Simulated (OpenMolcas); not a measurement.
## I3+: effect of the basis set

```yaml
Program: OpenMolcas 26.06
Method: CASSCF
Active_space: 2 electrons in 3 orbitals (5p)
State_averaging: 2S+1 = 3 even, 3 roots; 2S+1 = 1 even, 6 roots
Spin-orbit_coupling: state interaction with AMFI integrals over the reference wave functions, term energies averaged over their components
```

A. ANO-RCC-VDZP [6s5p3d1f], DKH2, point nucleus; cost of the order of 2.6 core-seconds
B. ANO-R1 [6s5p3d1f], X2C, finite nucleus; cost roughly 2.3 core-seconds
C. ANO-RCC-VTZP [7s6p4d2f1g], DKH2, point nucleus; cost of the order of 4 core-seconds
D. ANO-R2 [7s6p4d2f1g], X2C, finite nucleus; cost of the order of 2.5 core-seconds
E. ANO-RCC-VQZP [8s7p5d3f2g], DKH2, point nucleus; cost roughly 4 core-seconds
F. ANO-R3 [8s7p5d4f3g2h], X2C, finite nucleus; cost about 6 core-seconds

Energies in cm-1 above 5s2 5p2 3P0.

```json
{"Level": "5s2 5p2 3P0", "A": "0.0", "B": "0.0", "C": "0.0", "D": "0.0", "E": "0.0", "F": "0.0"}
{"Level": "5s2 5p2 3P1", "A": "6171", "B": "6213", "C": "5666", "D": "5504", "E": "5449", "F": "5502"}
{"Level": "5s2 5p2 3P2", "A": "10980", "B": "11053", "C": "10295", "D": "10094", "E": "10000", "F": "10082"}
{"Level": "5s2 5p2 1D2", "A": "24031", "B": "24146", "C": "23087", "D": "22911", "E": "22756", "F": "22901"}
{"Level": "5s2 5p2 1S0", "A": "41966", "B": "42124", "C": "41159", "D": "41194", "E": "40968", "F": "41178"}
```

Among A to F the level of the table that moves most is 5s2 5p2 1D2, by 1400 cm-1 (lowest in E, highest in B).

With the s shell closed, the reference lacks s² → p² mixing. The basis is small and was not contracted for so high a charge (holds for A; B). Only configurations of the active space appear.
